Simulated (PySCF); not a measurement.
This script is equivalent to a calculation on K⁺ (potassium, charge +1).

```python
from pyscf import gto, scf, dft, mp, cc
import basis_set_exchange as bse
mol = gto.M(atom="K 0 0 0", charge=1, spin=0, symmetry="D2h",
            basis=gto.basis.parse(bse.get_basis("def2-TZVPPD", elements=["K"], fmt="nwchem")))
mf = scf.UHF(mol)
mf.irrep_nelec = {'Ag': (3, 3), 'B1u': (2, 2), 'B2u': (2, 2), 'B3u': (2, 2)}
mf.kernel()
```

**Question.** What total energy does it give?

**Answer.** -599.00604 hartree (calculated).

**Question.** Which occupied shell lies highest, and where?

**Answer.** 3p, at -31.860 eV.
